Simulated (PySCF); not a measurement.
HfI2, SMILES [I][Hf][I], multiplicity 1. Heavy atoms are numbered as in [Hf:1]([I:2])[I:3].

Geometry: B3LYP-D3(BJ)/def2-SVP. The spin state was assumed, not searched. The def2 effective core potentials stand for the cores of Hf, I; spin–orbit coupling is left out.

These are CAM-B3LYP/def2-TZVPD (PySCF) values and carry that method's errors.

Mulliken values depend strongly on the basis, most of all with diffuse functions as here. ESP charges are fitted to the potential on shells at 1.4 to 2.0 van der Waals radii. Atomic charges (e), one atom of each kind:

```
atom  ESP fit  Mulliken
----  -------  --------
Hf1      0.27      0.34
I2      -0.14     -0.17
```
